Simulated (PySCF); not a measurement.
COS, triplet, geometry from GFN2-xTB (a higher spin typed on purpose: for a closed-shell molecule this is an excited state); PySCF with MP2/6-31G*.

PySCF was given this input:
```python
from pyscf import gto, scf, mp

mol = gto.M(
    atom='''
O    -1.61038921   -0.05734526   -0.06614538
C    -0.58674147    0.48825900    0.14288258
S     1.02522266   -0.15442449   -0.02050827
''',
    basis='6-31g*',
    spin=2,
    verbose=4,
)

mf = scf.UHF(mol)
mf.kernel()

pt = mp.MP2(mf)
pt.kernel()
print('E(MP2) = %.10f' % pt.e_tot)
```

**Question.** Write the output that PySCF gives for this input, abridged.

**Answer.** 
```
PySCF version 2.14.0

[INPUT] verbose = 4
[INPUT] num. atoms = 3
[INPUT] num. electrons = 30
[INPUT] charge = 0
[INPUT] spin (= nelec alpha-beta = 2S) = 2
[INPUT] symmetry False subgroup None
[INPUT] Mole.unit = angstrom
[INPUT] Symbol           X                Y                Z      unit          X                Y                Z       unit  Magmom
[INPUT]  1 O     -1.610389210000  -0.057345260000  -0.066145380000 AA   -3.043194560855  -0.108366835942  -0.124996652605 Bohr   0.0
[INPUT]  2 C     -0.586741470000   0.488259000000   0.142882580000 AA   -1.108780684225   0.922675787854   0.270008944171 Bohr   0.0
[INPUT]  3 S      1.025222660000  -0.154424490000  -0.020508270000 AA    1.937390044098  -0.291819993026  -0.038755013589 Bohr   0.0

nuclear repulsion = 76.3740882155834
number of shells = 20
number of NR pGTOs = 105
number of NR cGTOs = 46
basis = 6-31g*
ecp = {}

******** <class 'pyscf.scf.uhf.UHF'> ********
method = UHF
initial guess = minao
damping factor = 0
level_shift factor = 0
DIIS = <class 'pyscf.scf.diis.CDIIS'>
diis_start_cycle = 1
diis_space = 8
diis_damp = 0
SCF conv_tol = 1e-09
SCF conv_tol_grad = None
SCF max_cycles = 50
direct_scf = True
direct_scf_tol = 1e-13
number electrons alpha = 16  beta = 14
Set gradient conv threshold to 3.16228e-05
init E= -510.419172380345

cycle= 1 E= -510.059020372632  delta_E= 0.36  |g|= 0.446  |ddm|= 1.66
cycle= 2 E= -510.111473105947  delta_E= -0.0525  |g|= 0.372  |ddm|= 0.595
cycle= 3 E= -510.165765830429  delta_E= -0.0543  |g|= 0.0549  |ddm|= 0.241
cycle= 4 E= -510.168884338635  delta_E= -0.00312  |g|= 0.021  |ddm|= 0.105
cycle= 5 E= -510.169542410905  delta_E= -0.000658  |g|= 0.00734  |ddm|= 0.0648
cycle= 6 E= -510.169654158722  delta_E= -0.000112  |g|= 0.00337  |ddm|= 0.026
cycle= 7 E= -510.169684141908  delta_E= -3e-05  |g|= 0.0016  |ddm|= 0.0151
cycle= 8 E= -510.169692428383  delta_E= -8.29e-06  |g|= 0.000641  |ddm|= 0.00855
cycle= 9 E= -510.169693733148  delta_E= -1.3e-06  |g|= 0.000197  |ddm|= 0.00365
cycle= 10 E= -510.169693829395  delta_E= -9.62e-08  |g|= 5.69e-05  |ddm|= 0.000979
cycle= 11 E= -510.169693836109  delta_E= -6.71e-09  |g|= 2.07e-05  |ddm|= 0.000215
cycle= 12 E= -510.169693837186  delta_E= -1.08e-09  |g|= 1.04e-05  |ddm|= 7.4e-05
cycle= 13 E= -510.169693837546  delta_E= -3.6e-10  |g|= 6.7e-06  |ddm|= 3.27e-05
Extra cycle  E= -510.169693837635  delta_E= -8.89e-11  |g|= 5.7e-06  |ddm|= 9.37e-06
converged SCF energy = -510.169693837635  <S^2> = 2.0202549  2S+1 = 3.013473

******** <class 'pyscf.mp.ump2.UMP2'> ********
nocc = (np.int64(16), np.int64(14)), nmo = (46, 46)
E(UMP2) = -510.559412462239  E_corr = -0.389718624603855
E(SCS-UMP2) = -510.543893799624  E_corr = -0.374199961988484
E_corr(same-spin) = -0.107841216387857
E_corr(oppo-spin) = -0.281877408215999
E(MP2) = -510.5594124622
```
